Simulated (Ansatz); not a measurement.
Compare A (`[SiH3]CN[SiH3]`) with its isomer B (`N[SiH2]C[SiH3]`).

Calculated with Ansatz (gas phase, PBE0-D4/def2-TZVP geometries, no zero-point term in ΔE). CCSD(T)/CBS is the MP2 limit (def2-TZVPP, def2-QZVPP) plus CCSD(T) − MP2 in def2-TZVPP, frozen cores. DFT in def2-TZVPP. B3LYP here is the variant with VWN-RPA as its local correlation; programs differ in this. One conformer a species, not always the lowest.

A:

Z-matrix (Å, degrees):
```
Si
C 1 1.886
H 1 1.486 2 110.5
H 1 1.488 2 110.8 3 121.6
H 1 1.490 2 108.6 3 -118.9
N 2 1.454 1 110.9 3 65.5
H 2 1.101 1 110.1 3 -168.2
H 2 1.097 1 107.4 3 -53.4
Si 6 1.719 2 122.7 1 -154.7
H 6 1.008 2 114.0 1 51.3
H 9 1.488 6 108.6 2 56.1
H 9 1.495 6 114.6 2 -63.2
H 9 1.486 6 107.4 2 176.1
```

B:

Z-matrix (Å, degrees):
```
Si
C 1 1.866
N 1 1.722 2 110.1
H 1 1.495 2 107.2 3 -125.6
H 1 1.488 2 111.2 3 117.2
Si 2 1.871 1 114.7 3 -173.1
H 2 1.096 1 108.9 3 65.6
H 2 1.095 1 108.7 3 -50.9
H 3 1.008 1 119.0 2 158.7
H 3 1.008 1 120.1 2 -59.7
H 6 1.488 2 110.7 1 -58.2
H 6 1.488 2 111.0 1 -178.2
H 6 1.488 2 110.4 1 61.7
```

Task: Which isomer does CCSD(T)/CBS put lower? Give the gap. (Estimate.)

Result: Computed: B, by 24.9 kcal/mol.

Task: Give E(B) − E(A) in kcal/mol with ωB97M-V, MP2/def2-TZVPP, BLYP-D4, r2SCAN-D4, HF/def2-TZVPP, B3LYP-D4, PBE0-D4. (Best estimate.)

Result: Computed: ωB97M-V -24.6, MP2/def2-TZVPP -25.5, BLYP-D4 -22.0, r2SCAN-D4 -25.2, HF/def2-TZVPP -22.7, B3LYP-D4 -22.9, PBE0-D4 -24.2. None reverses the order clearly.

Task: Does the order hold for the free energy at 298.15 K (harmonic terms from PBE0-D4)? (An estimate is asked.)

Result: Computed: Yes: G(B) − G(A) = -24.6 kcal/mol, for one conformer each. Modes under 60 cm⁻¹, often nearly free rotors, make the harmonic entropy too high.

Largest T1 diagnostic: 0.011.

From BLYP to BHLYP (50 % exact exchange), in def2-TZVPP and without D4, E(B) − E(A) moves by −1.3 kcal/mol. Leaving LDA and LC-ωPBE aside and taking each functional with its dispersion term where it has one, the values, not all of them listed here, spread over 3.4 kcal/mol, from B97M-V to BLYP-D4.
